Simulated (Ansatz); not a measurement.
**Nudged elastic band run: BBrH₄S**

The input (input.yaml):

```yaml
crystal:
  periodic: [false, false, false]
  atoms:
    - { symbol: B, position_ang: [-0.632221, -0.349651, -1.111924] }
    - { symbol: S, position_ang: [1.056826, 0.035492, -0.727098] }
    - { symbol: H, position_ang: [-0.921134, -1.514132, -1.072867] }
    - { symbol: H, position_ang: [-1.420947, 0.5092, -1.394139] }
    - { symbol: H, position_ang: [0.682196, -0.084086, 1.900881] }
    - { symbol: Br, position_ang: [0.220094, 0.023093, 3.248779] }
    - { symbol: H, position_ang: [1.015186, 1.380084, -0.843632] }
basis:
  gaussian: { orbitals: def2-SVP }
hamiltonian:
  xc: cam_b3lyp
neb:
  order_check: false
  images: 9
  f_tol: 0.05
  max_iterations: 60
  final_atoms:
    - { symbol: B, position_ang: [-0.8049922, -0.29551815, -0.15351601] }
    - { symbol: S, position_ang: [1.12904991, 0.15728232, -0.62051807] }
    - { symbol: H, position_ang: [-0.81694343, -1.48340737, -0.36415197] }
    - { symbol: H, position_ang: [-1.39843388, 0.40508632, -0.93603676] }
    - { symbol: H, position_ang: [1.77106449, -0.38631082, 0.43766325] }
    - { symbol: Br, position_ang: [-1.0985591, 0.19285982, 1.75719636] }
    - { symbol: H, position_ang: [1.21881421, 1.41000789, -0.12063679] }
  initial_path:
    images:
      - { positions_ang: [[-0.632221, -0.349651, -1.111924], [1.056826, 0.035492, -0.727098], [-0.921134, -1.514132, -1.072867], [-1.420947, 0.5092, -1.394139], [0.682196, -0.084086, 1.900881], [0.220094, 0.023093, 3.248779], [1.015186, 1.380084, -0.843632]] }
      - { positions_ang: [[-0.65567815, -0.35867722, -0.96607226], [1.1220924, 0.04753784, -0.71039507], [-0.91616645, -1.51477136, -0.98416194], [-1.41517509, 0.50671033, -1.26556886], [0.76789775, -0.04569255, 1.74543612], [0.04485217, -0.02198836, 2.99669961], [1.05217737, 1.38688132, -0.81593759]] }
      - { positions_ang: [[-0.6791353, -0.36770345, -0.82022052], [1.18735881, 0.05958367, -0.69369215], [-0.9111989, -1.51541072, -0.89545688], [-1.40940318, 0.50422066, -1.13699872], [0.85359949, -0.0072991, 1.58999123], [-0.13038965, -0.06706971, 2.74462022], [1.08916875, 1.39367864, -0.78824319]] }
      - { positions_ang: [[-0.70259245, -0.37672967, -0.67436878], [1.25262521, 0.07162951, -0.67698922], [-0.90623136, -1.51605008, -0.80675182], [-1.40363128, 0.501731, -1.00842858], [0.93930124, 0.03109435, 1.43454635], [-0.30563148, -0.11215107, 2.49254084], [1.12616012, 1.40047596, -0.76054878]] }
      - { positions_ang: [[-0.7260496, -0.38575589, -0.52851704], [1.31789161, 0.08367534, -0.6602863], [-0.90126381, -1.51668944, -0.71804676], [-1.39785937, 0.49924133, -0.87985844], [1.02500299, 0.0694878, 1.27910146], [-0.48087331, -0.15723243, 2.24046145], [1.16315149, 1.40727329, -0.73285437]] }
      - { positions_ang: [[-0.74950675, -0.39478212, -0.3826653], [1.38315802, 0.09572118, -0.64358337], [-0.89629626, -1.5173288, -0.6293417], [-1.39208746, 0.49675166, -0.7512883], [1.11070473, 0.10788124, 1.12365658], [-0.65611514, -0.20231378, 1.98838206], [1.20014286, 1.41407061, -0.70515997]] }
      - { positions_ang: [[-0.76060384, -0.37492932, -0.33683544], [1.33233639, 0.10803341, -0.63897031], [-0.88042569, -1.51054451, -0.57630376], [-1.39335675, 0.47841859, -0.78823799], [1.24277668, 0.00904283, 0.98645791], [-0.74460393, -0.12327906, 1.94214492], [1.20387713, 1.41325806, -0.58825533]] }
      - { positions_ang: [[-0.77170093, -0.35507653, -0.29100558], [1.28151477, 0.12034563, -0.63435725], [-0.86455513, -1.50376023, -0.52326581], [-1.39462603, 0.46008552, -0.82518768], [1.37484864, -0.08979558, 0.84925925], [-0.83309272, -0.04424434, 1.89590778], [1.2076114, 1.41244552, -0.4713507]] }
      - { positions_ang: [[-0.78279802, -0.33522374, -0.24517572], [1.23069315, 0.13265786, -0.62974419], [-0.84868456, -1.49697594, -0.47022786], [-1.39589531, 0.44175246, -0.86213738], [1.50692059, -0.18863399, 0.71206058], [-0.92158152, 0.03479038, 1.84967064], [1.21134567, 1.41163298, -0.35444606]] }
      - { positions_ang: [[-0.79389511, -0.31537094, -0.19934587], [1.17987153, 0.14497009, -0.62513113], [-0.832814, -1.49019166, -0.41718992], [-1.39716459, 0.42341939, -0.89908707], [1.63899254, -0.28747241, 0.57486191], [-1.01007031, 0.1138251, 1.8034335], [1.21507994, 1.41082043, -0.23754143]] }
      - { positions_ang: [[-0.8049922, -0.29551815, -0.15351601], [1.12904991, 0.15728232, -0.62051807], [-0.81694343, -1.48340737, -0.36415197], [-1.39843388, 0.40508632, -0.93603676], [1.77106449, -0.38631082, 0.43766325], [-1.0985591, 0.19285982, 1.75719636], [1.21881421, 1.41000789, -0.12063679]] }
```

Command:

```bash
$ ansatz run input.yaml --threads 2 --pin off --max-ram 3072MiB --backend cpu --events-out ev --progress --plain --runs-dir out
```

Output, in part (warnings, iteration lines, the closing report on the highest movable image, with atoms numbered from 0):

```
NEB end point (image 0): max|allowed force component| = 2.407e-2 eV/Å (the criterion of neb.relax_end_points is 1.000e-2)
NEB end point (image 10): max|allowed force component| = 5.848e-3 eV/Å (the criterion of neb.relax_end_points is 1.000e-2)
NEB iter   1: max|band force component| = 3.110e0 eV/Å  barrier→ = 1.4805 eV  barrier← = 1.6419 eV  Δτ_max = 0.2000 Å  (290 SCF iters)
NEB iter   2: max|band force component| = 1.776e0 eV/Å  barrier→ = 0.8535 eV  barrier← = 1.0149 eV  Δτ_max = 0.2000 Å  (265 SCF iters)
NEB iter   3: max|band force component| = 1.596e0 eV/Å  barrier→ = 0.8044 eV  barrier← = 0.9658 eV  Δτ_max = 0.1997 Å  (275 SCF iters)
NEB iter   4: max|band force component| = 2.189e0 eV/Å  barrier→ = 0.7927 eV  barrier← = 0.9541 eV  Δτ_max = 0.1004 Å  (269 SCF iters)
NEB iter   5: max|band force component| = 9.026e-1 eV/Å  barrier→ = 0.7043 eV  barrier← = 0.8657 eV  Δτ_max = 0.1051 Å  (258 SCF iters)
NEB iter   6: max|band force component| = 5.280e-1 eV/Å  barrier→ = 0.6474 eV  barrier← = 0.8088 eV  CI = image 6  Δτ_max = 0.1328 Å  (257 SCF iters)
NEB iter   7: max|band force component| = 4.404e-1 eV/Å  barrier→ = 0.7197 eV  barrier← = 0.8811 eV  CI = image 6  Δτ_max = 0.0355 Å  (260 SCF iters)
NEB iter   8: max|band force component| = 1.896e-1 eV/Å  barrier→ = 0.7099 eV  barrier← = 0.8713 eV  CI = image 6  Δτ_max = 0.0297 Å  (243 SCF iters)
NEB iter   9: max|band force component| = 9.482e-2 eV/Å  barrier→ = 0.7037 eV  barrier← = 0.8651 eV  CI = image 6  Δτ_max = 0.0229 Å  (252 SCF iters)
NEB iter  10: max|band force component| = 9.257e-2 eV/Å  barrier→ = 0.7033 eV  barrier← = 0.8647 eV  CI = image 6  Δτ_max = 0.0202 Å  (230 SCF iters)
NEB iter  11: max|band force component| = 5.564e-2 eV/Å  barrier→ = 0.7031 eV  barrier← = 0.8646 eV  CI = image 6  Δτ_max = 0.0146 Å  (225 SCF iters)
NEB iter  12: max|band force component| = 7.411e-2 eV/Å  barrier→ = 0.7031 eV  barrier← = 0.8646 eV  CI = image 6  Δτ_max = 0.0073 Å  (208 SCF iters)
NEB iter  13: max|band force component| = 1.934e-2 eV/Å  barrier→ = 0.7031 eV  barrier← = 0.8646 eV  CI = image 6  Δτ_max = 0.0000 Å  (430 SCF iters)
Total energy: -81613.44494093 eV, -2999.2387819992 hartree
Atom 0 at    -0.598685    -0.327940    -0.391347 Å, force     0.000703     0.001036     0.000187 eV/Å
Atom 1 at     1.273746     0.053620    -0.625823 Å, force    -0.000590     0.000555     0.000381 eV/Å
Atom 2 at    -0.819730    -1.494895    -0.548377 Å, force    -0.000035    -0.000463    -0.000138 eV/Å
Atom 3 at    -1.360314     0.527041    -0.742455 Å, force    -0.000150    -0.000260    -0.000153 eV/Å
Atom 4 at     0.841660    -0.008029     1.049817 Å, force    -0.000697     0.000179    -0.000463 eV/Å
Atom 5 at    -0.539194    -0.151069     1.917281 Å, force     0.000597    -0.000089     0.000003 eV/Å
Atom 6 at     1.202517     1.401272    -0.659095 Å, force     0.000171    -0.000960     0.000183 eV/Å
Dipole moment:     0.240725     0.240879    -0.074494 e Å
```

It converged. A vibrational analysis at the climbing image gives one clearly imaginary mode, 847i cm⁻¹: a first-order saddle point. The orbitals stay closed-shell, which can raise the energy where a bond breaks towards radicals; this wasn't checked here.

Final band (atoms are numbered from 1 in the order of the input):

```tsv
image	path coordinate (Å)	energy (eV)	H5–Br6 (Å)	B1–Br6 (Å)	S2–H5 (Å)
0	0.00	0.00	1.43	4.46	2.66
1	0.41	0.00	1.43	4.17	2.70
2	0.82	0.01	1.43	3.86	2.74
3	1.24	0.03	1.43	3.49	2.66
4	1.65	0.12	1.43	3.10	2.42
5	2.06	0.39	1.47	2.69	2.12
6	2.47	0.70	1.64	2.32	1.73
7	2.92	0.25	2.11	2.09	1.40
8	3.37	-0.05	2.65	2.01	1.35
9	3.82	-0.14	3.01	2.00	1.35
10	4.27	-0.16	3.21	1.99	1.35
```

Run time: 3.3 min on 2 threads of Arm Neoverse V2, with other jobs on the host, peak memory 0.2 GiB.
